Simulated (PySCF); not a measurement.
# How methods differ on the ionisation energy of Ho⁺

Ho⁺ [Xe] 4f11 6s1 (high-spin determinant) → Ho²⁺ [Xe] 4f11 (high-spin determinant), as a difference of total energies. Calculation: PySCF 2.14, in cc-pVDZ-X2C (8s7p5d3f1g, 84 functions); scalar relativity by spin-free X2C-1e. Correlated levels: valence: [Kr] 4d10 frozen. The calculations carry no spin-orbit coupling.

```
           method  ionisation energy (eV)
              UHF                  10.919
    MP2 (valence)                  11.662
SCS-MP2 (valence)                  11.507
   CCSD (valence)                  11.529
CCSD(T) (valence)                  11.609
```

Task: How much does correlation contribute at CCSD(T) (valence)?

Result: 11.609 − (10.919) = 0.690 eV, measured against UHF.

Errors of the correlated levels include the incompleteness of this basis and the frozen core.

The determinant of Ho⁺ and of Ho²⁺ mixes LS terms, which raises its energy above the lowest term, most at the Hartree-Fock and MP2 levels.

For comparison: 11.781 ± 0.02 eV (semi-empirical (NIST evaluation); NIST Atomic Spectra Database, ionization energies).
